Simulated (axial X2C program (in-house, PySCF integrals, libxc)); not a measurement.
# NaFe⁺: cheaper levels and CCSD(T), two-component

All values were computed with an in-house all-electron X2C program for linear molecules (integrals from PySCF). Two-component (2c) means X2C with spin–orbit coupling and atomic mean-field two-electron Coulomb and Gaunt terms. Basis: Fe dyall-cv3z [9s10p6d3f2g], Na dyall-cv3z [9s8p5d2f] (cores contracted in-house); Gaussian nuclei, density fitting, unrestricted open shells. Masses: Fe 55.935 u, Na 22.990 u.

State: Ω = 2 (⟨Sz⟩ = 2.00, ⟨Lz⟩ = 0.00 at HF); fragments Fe + Na+.

```json
{"level": "PBE0", "Re (Å)": "3.119", "ωe (cm⁻¹)": "136.6"}
{"level": "HF", "Re (Å)": "3.331", "ωe (cm⁻¹)": "115.2"}
{"level": "MP2", "Re (Å)": "3.099", "ωe (cm⁻¹)": "141.2"}
{"level": "CCSD", "Re (Å)": "3.187", "ωe (cm⁻¹)": "127.2"}
{"level": "B97-3", "Re (Å)": "3.159", "ωe (cm⁻¹)": "129.2"}
```

Correlated methods: 8 electrons correlated (number of frozen shells: Fe 3 s, 2 p; Na 2 s, 1 p), 274 virtual spin orbitals or spinors in MP2, 90 natural virtuals in coupled cluster.

CCSD(T), same Hamiltonian and basis:

Re = 3.182 Å, ωe = 127.2 cm⁻¹; T1 = 0.044 (Lee–Taylor normalisation).

(1) Give the differences from CCSD(T) in the columns below.

The state is one determinant whose occupation by symmetry is held fixed; it was picked as the lowest of a PBE0 search that is not exhaustive. De is not given where an atomic determinant may have missed its ground term or J level, or where the truncated virtual space spoils (T). Density functionals use the spin component along the axis (collinear). CCSD and (T) use frozen natural virtuals with an MP2 correction for the truncation; (T) itself is uncorrected, so its De runs slightly low. PBE0 can misorder states that lie within some tenths of an eV, so this need not be the ground state of the molecule. The nearest other 2c determinant of the search, Ω = 3, lies 0.03 eV up at the distance of the search. Without a current term, density functionals place determinants with orbital angular momentum somewhat too high. With several unpaired electrons one determinant need not be a pure state. Open-shell Ω = 0 determinants with evenly filled partner blocks cannot be reached by this program, so the Ω shown need not be the lowest component. The determinant is spin-polarised beyond a pure state at some levels (its spin-free form has ⟨S²⟩ too high), which makes Re and μ there less reliable. The T1 diagnostic is large, a sign of multireference character.

Results:

(1) 

```csv
level,ΔRe (Å),Δωe (cm⁻¹)
PBE0,-0.063,9.4
HF,0.149,-12.0
MP2,-0.083,14.0
CCSD,0.005,0.0
B97-3,-0.023,2.0
```
